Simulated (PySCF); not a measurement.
C3H7, SMILES C(C)[CH2], multiplicity 2.

Geometry: TPSSh-D3(BJ)/def2-TZVP. The isomer is the one that the SMILES or the coordinates give; other isomers of the formula were not compared.

The numbers are results of SMD-B3LYP/6-31G* (PySCF), not measurements.

Solvation free energies are E(SMD) − E(gas) at the gas-phase geometry, for 1 M in both phases. In vacuum the dipole moment is 0.25 D.

Computed solvation free energies in water, n-hexane, chloroform:
```tsv
solvent	ΔG(solv) (kcal/mol)	its non-electrostatic (CDS) part	dipole (D)
water	2.0	3.1	0.34
n-hexane	-1.7	-1.3	0.28
chloroform	-1.9	-1.1	0.31
```
